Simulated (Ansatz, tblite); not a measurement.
Isomers of NbS3⁻ (singlet), found by a short tight-binding search and relaxed with PBE-D4/def2-SVPD in Ansatz.

In the def2 sets Nb takes a core potential; there is no spin–orbit coupling. The xTB rows come from tblite. B3LYP takes the VWN-RPA correlation.

Run but left out: HF/def2-TZVPPD, MP2/def2-TZVPPD, CCSD/def2-TZVPPD, CCSD(T)/def2-TZVPPD (A: restricted singlet, unstable towards broken spin symmetry).

B: The restricted singlet is unstable towards broken spin symmetry in Hartree–Fock (as tested in another run); at PBE-D4/def2-TZVPD, revPBE-D4/def2-TZVPD, r2SCAN-D4/def2-TZVPD, B3LYP-D4/def2-TZVPD and others this wasn't settled.

Other spin states were run for one of them alone.

A:

```
atom    x (Å)    y (Å)    z (Å)
 Nb1   0.0068   0.4377   0.1997
  S2  -2.1275  -0.0606  -0.1810
  S3   0.9396  -0.9510   1.6660
  S4   1.1812   0.5739  -1.6847
```

B:

```xyz
4

Nb   -1.363   -0.629   -0.147
S    -0.059    0.841    0.845
S    -0.373   -1.826   -1.659
S     1.795    1.613    0.961
```

**Question.** Estimate their order by electronic energy at PBE0-D4/def2-TZVPD, counted from the lowest.

**Answer.** A (0.0) < B (83.7), in kcal/mol.

**Question.** Do the other levels pick the same lowest one?

**Answer.** All that were run do. Energies above each level's lowest (kcal/mol):

| level | A | B |
| --- | --- | --- |
| GFN1-xTB | 0.0 | 29.8 |
| GFN2-xTB | 0.0 | 33.6 |
| PBE-D4/def2-TZVPD | 0.0 | 80.1 |
| revPBE-D4/def2-TZVPD | 0.0 | 80.5 |
| r2SCAN-D4/def2-TZVPD | 0.0 | 88.2 |
| B3LYP-D4/def2-TZVPD | 0.0 | 81.9 |
| PBE0-D4/def2-TZVPD | 0.0 | 83.7 |
Point groups (tolerance 0.1 Å): A C3v, B Cs. Lower isomers may exist.
